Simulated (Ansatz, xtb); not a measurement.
BGeH2N: where a starting geometry ends

The starting geometry of this gas-phase singlet was built from a drawn formula by distance geometry and a force field; its bonds are those of `[B]1=[N][GeH2]1`.

```yaml
atoms:
  - { symbol: B, position_ang: [0.4252, 1.9351, -0.2303] }
  - { symbol: Ge, position_ang: [0.7932, -0.1285, -0.5014] }
  - { symbol: N, position_ang: [-0.5664, 1.1592, -0.5921] }
  - { symbol: H, position_ang: [0.3878, -1.1764, 0.5422] }
  - { symbol: H, position_ang: [0.8790, -0.8187, -1.8959] }
```

Problem. Predict what becomes of its bonds when it is optimised with r2SCAN-D4/def2-SVP.

Solution. It keeps its bonds, and is `[B]1=[N][GeH2]1`.

The energy falls by 0.43 eV over 7 steps:

```
step  E − E(last) (eV)
   1             0.431
   2             0.091
   3             0.021
   4             0.010
   5             0.000
   6             0.000
   7             0.000
```

Final geometry (Å):

```xyz
5

B     0.4987    1.7767   -0.2628
Ge    0.6104   -0.1417   -0.5416
N    -0.6694    1.3213   -0.5752
H     0.4863   -1.1861    0.5794
H     0.9928   -0.7995   -1.8773
```

From the same start GFN2-xTB ends elsewhere, at `N#[B-][GeH2+]`.

No frequencies were run, so the end isn't proven a minimum. Run with Ansatz 0.2.0, 9.3 s on 2 threads of Arm Neoverse V1, with other jobs on the host.
